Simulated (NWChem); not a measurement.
Species: BeSiH4S; SMILES [Be]([SiH3])[SH]

```xyz
7

Be    -0.0399     0.1597     0.0043
S     -0.0570     2.0746    -0.0002
H      1.2966     2.1330    -0.0005
Si    -0.0154    -2.0168     0.0002
H     -0.9833    -2.5858    -0.9936
H     -0.3673    -2.5950     1.3377
H      1.3404    -2.5489    -0.3611
```
Atoms are numbered in this order, from 1.

Results from NWChem. Pople sets run with spherical d functions. Structure relaxed at the PBE0/def2-SVP level. Vertical excitations in the gas phase; the lowest state need not have the same character in each row.

```tsv
level	lowest excitation, singlet (eV)	oscillator strength of that lowest state	lowest state with f > 0.02, singlet (eV)	oscillator strength of that bright state	lowest triplet (eV)	orbital gap (eV)
PBE/6-31G*, full TDDFT	4.49	0.000	5.09	0.026	4.04	4.49
B3LYP/6-31G*, full TDDFT	4.87	0.000	5.34	0.032	4.33	6.05
LRC-wPBEh/6-31G*, full TDDFT	5.20	0.000	5.51	0.040	4.28	10.00
PBE0/6-31G*, full TDDFT	5.00	0.000	5.40	0.036	4.22	6.48
```
